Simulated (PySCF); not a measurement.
Dipole response of Dy (dysprosium, neutral)

[Xe] 4f10 6s2, one real determinant. Computed with PySCF 2.14 in ANO-RCC-VTZP (8s7p5d3f2g1h, 104 functions), with scalar relativity by spin-free X2C-1e. Coupled (time-dependent) response in atomic units; α is the mean over directions. The basis has no added diffuse functions, which lowers α and C₆.

```tsv
method	mean α (bohr³)	α xx, yy, zz	C₆ (like pair)	S(−4)
UHF	128.7	128.9, 128.9, 128.2	1987	5954
```

S(−4) is the Cauchy moment in α(ω) = α(0) + S(−4) ω² + …

Reference α: 163 ± 15 bohr³ (recommended; Schwerdtfeger and Nagle, table of static dipole polarizabilities (2023 update)). Published C₆: 2430 (Gould and Bucko (2016)).

Spin-orbit coupling is absent.

α(iu) at UHF:

| u (hartree) | α(iu) (bohr³) |
| --- | --- |
| 0 | 128.7 |
| 0.0500 | 115.4 |
| 0.100 | 89.02 |
| 0.200 | 48.80 |
| 0.300 | 29.87 |
| 0.500 | 15.57 |
| 0.750 | 9.508 |
| 1.00 | 6.746 |
| 1.50 | 4.101 |
| 2.00 | 2.835 |
| 3.00 | 1.649 |
| 5.00 | 0.7971 |

A single London oscillator, α(iu) = α/(1 + u²/ω²), gives C₆ = (3/4) ω α². Matching the computed C₆ needs ω = 4 × 1987 / (3 × 128.7²) = 0.160 hartree.

The components differ because the open shell of this determinant is not spherical; for a pure term their mean is the scalar polarisability.

⟨L²⟩ = 34.03 against 42 for a pure I term, so this real determinant mixes terms. Spin-orbit coupling, absent here, splits the open shell strongly.
